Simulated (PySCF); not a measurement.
## [LuH4]− at several levels of theory

Computed with PySCF 2.14.0 (density fitting, no spin-orbit coupling) at the geometry relaxed with PBE0:

```xyz
5
[LuH4]− (singlet in the valence; each metal's 4f electrons, 14 of them, lie in its core potential, out of spins and levels)
Lu    0.0000    0.0000    0.0000
H     1.1764    1.1764    1.1764
H    -1.1764   -1.1764    1.1764
H     1.1764   -1.1764   -1.1764
H    -1.1764    1.1764   -1.1764
```

```tsv
level	basis	state	HOMO (eV)	gap (eV)	charge on Lu1 (e)	population of f-type functions on Lu1 (polarisation alone where 4f lies in the core)	dipole about the centre of mass (D)	largest force component (eV/Å)
PBE0	Lu lcecp-1-SVP with ECP60, H def2-SVP	singlet	-2.13	6.36	0.18	0.02	0.00	0.00
TPSSh	the same	singlet	-1.60	5.64	0.35	0.01	0.00	0.00
PBE0	Lu lcecp-1-TZVP with ECP60, H def2-TZVP	singlet	-2.18	6.38	0.48	0.02	0.00	0.01
```

In the lcecp rows the 4f levels are missing from HOMO and gap, and the state counts the valence alone.

Charges are Mulliken's, which hang on the basis. The relaxation used the grid (50, 194), these runs (75, 302) or, all-electron (x2c bases, spin-free X2C Hamiltonian), (99, 590).

(1) What does B3LYP with Lu lcecp-1-SVP with ECP60, H def2-SVP give here?

An lcecp potential fixes the number of 4f electrons, so in runs with it no electron can move into or out of that shell.

## Answers

(1) state singlet, HOMO (eV) -1.93, gap (eV) 5.96, charge on Lu1 (e) 0.10, population of f-type functions on Lu1 (polarisation alone where 4f lies in the core) 0.01, dipole about the centre of mass (D) 0.00, largest force component (eV/Å) 0.01. Time: 1.2 s on 2 threads of Arm Neoverse V2, on a shared host, from an already converged density.
